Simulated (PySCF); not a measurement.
cyanomethylboronic acid (C₂H₄BNO₂), SMILES OB(CC#N)O. The structure is a stationary point at PBE-D3(BJ)/def2-SVP. Other conformers were not sampled.

Computed equilibrium geometry at PBE-D3(BJ)/def2-SVP (PySCF confirms it by a frequency run) as a Z-matrix, and its point group (one conformer of several):
point group Cs.
```
B
O 1 1.3640
H 2 0.9756 1 111.16
O 1 1.3652 2 120.43 3 0.00
H 4 0.9776 1 112.61 2 180.00
C 1 1.6092 2 116.77 3 180.00
H 6 1.1109 1 109.28 2 -57.97
H 6 1.1109 7 106.29 1 -117.82
C 6 1.4525 7 110.46 8 -119.85
N 9 1.1732 6 174.07 7 -121.34
```
Charge 0, spin multiplicity 1.
